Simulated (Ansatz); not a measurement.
Consider the formal loss of a carbene: `C[SiH](O)[GeH2][OH]` → `[CH2]` (triplet) + `O[SiH2][GeH2][OH]`.

Calculated with Ansatz (gas phase, PBE0-D4/def2-TZVP geometries, no zero-point term in ΔE). CCSD(T)/CBS is the MP2 limit (def2-TZVPP, def2-QZVPP) plus CCSD(T) − MP2 in def2-TZVPP, frozen cores. This one scheme is used for every species. Functionals use def2-TZVPP. Triplets are unrestricted, without spin–orbit coupling. For Ge outer-core shells are correlated without core-valence functions, which leaves a few kJ/mol of doubt a bond. Scalar relativity is left out up to krypton. Each species was taken in one conformer, which may not be the lowest.

```tsv
level	ΔE (eV)
B2PLYP	4.90
CCSD/def2-TZVPP	4.77
SCS-MP2/def2-QZVPP	5.10
MP2/CBS(def2)	5.18
```

**Question.** What does CCSD(T)/CBS give? (Best estimate.)

**Answer.** The calculation gave: +5.02 eV. The listed levels differ from it by -0.12, -0.25, 0.08, 0.16 eV.

Largest T1 diagnostic among the species: 0.012.

The D4 term adds +0.12 eV with B3LYP and +0.07 eV with PBE0; it sums over pairs of atoms, weighted by their polarisabilities, and B3LYP, whose exchange is more repulsive, gets the larger term. In def2-TZVPP, CCSD(T) changes the Hartree–Fock value by +1.48 eV (the triples alone add +0.12 eV) and MP2 by +1.63 eV.

B3LYP here is the variant with VWN-RPA as its local correlation; programs differ in this.
